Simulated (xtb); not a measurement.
C2H8Si, SMILES C[SiH2]C. All values are semi-empirical tight-binding results from xtb (GFN2-xTB unless named), good for trends rather than for accurate numbers. Geometry: GFN2-xTB. The isomer is the one that the SMILES or the coordinates give; other isomers of the formula were not compared.

Computed properties:
```
Item                                            Value
--------------------------------------  -------------
point group as xtb finds it                       C2v
orbital gap                                   6.47 eV
dipole moment                                  0.45 D
zero-point energy                       55.9 kcal/mol
G − E(el) at 298.15 K (modified RRHO)   38.6 kcal/mol
static polarisability (D4 model)           56.1 bohr³
solvation energy, GFN2-xTB/ALPB(water)   0.2 kcal/mol
solvation energy, GFN2-xTB/ALPB(chcl3)  -2.5 kcal/mol
```
